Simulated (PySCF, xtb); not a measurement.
BrH₄NO₂Si, SMILES N[Si](O)(O)Br. Other conformers were not sampled.

Harmonic wavenumbers (cm⁻¹) from GFN2-xTB run with xtb at its own minimum, in rising order: 138, 162, 179, 230, 236, 252, 264, 298, 423, 528, 780, 791, 811, 842, 964, 986, 1508, 3507, 3544, 3680, 3697.

Q: What does PySCF 2.14.0 with PBE-D3(BJ)/def2-SVP give at its own minimum? (Estimate from the structure and the level; the computed values follow.)

A: 153, 175, 215, 249, 258, 294, 314, 383, 415, 458, 762, 784, 827, 863, 925, 959, 1486, 3497, 3595, 3734, 3765. Paired by order, the mean absolute difference is 33 cm⁻¹ and the zero-point energies are 34.1 and 34.5 kcal/mol.
